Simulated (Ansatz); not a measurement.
`C=C[CH2][Al]([Cl])[Cl]` + H₂S → `[SH][Al]([Cl])[Cl]` + propene at 298.15 K and 1 bar (ligand exchange at the Al–C bond).

Isolated molecules relaxed with PBE0-D4/def2-TZVP in Ansatz; ΔE leaves out vibrations. CCSD(T)/CBS adds triple-zeta CCSD(T) − MP2 to the extrapolated MP2 energy (def2 sets, frozen cores). This one scheme is used for every species. One conformer a species, not always the lowest.

```
                 species  CCSD(T)/CBS energy (Eh)  H − E (kJ/mol)  S (J/(mol·K))
`C=C[CH2][Al]([Cl])[Cl]`              -1278.87133           216.3          381.8
                     H₂S               -398.97279            49.9          205.7
    `[SH][Al]([Cl])[Cl]`              -1560.13922            52.2          338.6
                  `C=CC`               -117.74610           222.5          264.5
```

H − E and S are ideal-gas, rigid-rotor, harmonic terms from PBE0-D4/def2-TZVP, for one conformer and one mirror image of each species. 1 Eh = 2625.50 kJ/mol, R = 8.31446 J/(mol·K).

Task: By hand: ΔE, ΔH, ΔS and ΔG.

Result: ΔE = (-1560.13922) + (-117.74610) − (-1278.87133) − (-398.97279) = -0.04120 Eh = -108.2 kJ/mol. Δ(H − E) = 52.2 + 222.5 − 216.3 − 49.9 = 8.5, so ΔH = -99.7 kJ/mol. ΔS = 338.6 + 264.5 − 381.8 − 205.7 = 15.6 J/(mol·K). ΔG = -99.7 − 298.15 × (15.6)/1000 = -104.4 kJ/mol.

Task: By hand: the equilibrium constant, and the temperature at which ΔG would vanish if ΔH and ΔS stayed fixed.

Result: log₁₀ K = −ΔG/(RT ln 10) = 18.3. ΔH and −TΔS have one sign here, so there is no such temperature.

ΔH outweighs TΔS. A doubt of 5 kJ/mol in ΔE shifts log₁₀ K by 0.9 here. Other conformers and mirror images would add mixing entropy, several J/(mol·K) or more a flexible species. These are equilibria of isolated gas molecules and say nothing of rates. Largest T1 diagnostic: 0.010 (customary marks: 0.02 for closed shells, 0.045 for open ones).
